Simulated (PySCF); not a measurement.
## Structure elucidation problem

Molecular formula: C₇H₅FO₂. Simulated spectra:

1H NMR (600 MHz, computed): δ 8.68 (m, 1H), 7.84 (m, 1H), 7.53 (m, 1H), 7.44 (m, 1H), 6.67 (br s, 1H).

13C{1H} NMR (computed): δ 173.6 (C), 169.6 (C), 141.5 (CH), 141.4 (CH), 128.8 (CH), 123.0 (CH), 121.0 (C).

Theory: coordinates at the GFN2-xTB level, shieldings: GIAO PBE0/pcSseg-1, in PySCF 2.14 (no relativistic terms, gas phase, single conformer).

Chemical shifts δ = σref − σ; 1H (σref 31.72), 13C (σref 186.93) against TMS, all at this level.

Problem. Choose the structure that fits.
A. O=C(O)c1ccccc1F
B. O=C(O)c1cccc(F)c1
C. CC1=C(F)C(=O)C(=O)C=C1
D. C=Cc1coc(C(=O)F)c1

Solution. A. 

1. Rings plus π bonds: 5 (1 ring in the answer).
2. 7 carbon signals for 7 carbons: no two carbons are equivalent.
3. Carbon types of the structure: 3 × C, 4 × CH, leaving 1 H on heteroatoms.
4. δC 173.6: aromatic carbon bearing fluorine; the electronegative substituent deshields the carbon that carries it.
5. δC 169.6: carboxylic acid carbon; it is a carbonyl in resonance with an O or N lone pair, the region of acids, esters and amides.
6. δC 141.5, 141.4, 128.8, 123.0: aromatic CH.
7. δC 121.0: substituted aromatic carbon.
8. δH 8.68, 7.84, 7.53, 7.44: hydrogen on an aromatic CH.

The others: C=Cc1coc(C(=O)F)c1 would give 5 signals for carbon-bound and other non-exchanging H, not 4; CC1=C(F)C(=O)C(=O)C=C1 would give 3 signals for carbon-bound and other non-exchanging H, not 4; O=C(O)c1cccc(F)c1 has carbons computed at 172.6, 169.9, 135.5, 135.4, 133.3, 126.9, 123.8.

The OH or NH signal is concentration- and solvent-dependent in practice; the value given is the gas-phase one. Splittings by 19F in the carbon and heteronuclear signals aren't shown, as no couplings were computed. Shifts are as computed. Against solution values, carbons near 30 ppm lie about +3 ppm off and those near 130 ppm about +5 ppm. Of 1211 compounds with measured shifts, 218 miss one by over three times the rms of a fit or turn the order of signals round; such compounds aren't used in these exercises. Hydrogen bonding in solution deshields acid and N–H amide carbonyl carbons by as much as 10 ppm beyond these values. Multiplicities follow the n + 1 count of equivalent neighbours, as no J values were calculated; m marks all less simple cases, F and P coupling included.
